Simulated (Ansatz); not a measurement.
(BeO)4 ring (Be4O4). Total charge 0; singlet. Geometry B3LYP-D4/def2-SVP.

```xyz
8

Be    0.8616    0.9522    1.1370
Be   -1.0818    1.3031   -0.2714
Be   -0.8616   -0.9522   -1.1370
Be    1.0818   -1.3031    0.2714
O    -0.1814    1.8590    0.7134
O    -1.6018    0.2892   -1.1607
O     0.1816   -1.8589   -0.7136
O     1.6016   -0.2893    1.1609
```

Question: Estimate the orbital energies around the gap (eV) in Ansatz with PBE-D4/def2-SVP, PBE-D4/def2-TZVP, BLYP-D4/def2-TZVP, r2SCAN-D4/def2-TZVP, PBE0-D4/def2-TZVP.

Answer: 
```csv
orbital,PBE-D4/def2-SVP,PBE-D4/def2-TZVP,BLYP-D4/def2-TZVP,r2SCAN-D4/def2-TZVP,PBE0-D4/def2-TZVP
HOMO−9,-10.10,-9.83,-9.72,-10.17,-11.57
HOMO−8,-9.93,-9.69,-9.58,-10.03,-11.41
HOMO−7,-9.56,-9.30,-9.14,-9.63,-11.04
HOMO−6,-8.74,-8.48,-8.36,-8.79,-10.09
HOMO−5,-8.17,-7.97,-7.86,-8.30,-9.63
HOMO−4,-8.17,-7.97,-7.86,-8.30,-9.63
HOMO−3,-7.89,-7.67,-7.56,-7.98,-9.25
HOMO−2,-7.89,-7.67,-7.56,-7.98,-9.25
HOMO−1,-7.40,-7.27,-7.17,-7.58,-8.87
HOMO,-7.01,-6.88,-6.77,-7.19,-8.41
LUMO,-1.86,-1.88,-1.85,-1.36,-1.13
LUMO+1,-0.73,-0.78,-0.79,-0.18,-0.06
LUMO+2,-0.73,-0.78,-0.79,-0.18,-0.06
LUMO+3,0.11,0.06,0.04,0.66,0.70
LUMO+4,0.15,0.42,0.54,0.93,1.31
LUMO+5,0.48,0.56,0.61,1.11,1.32
```
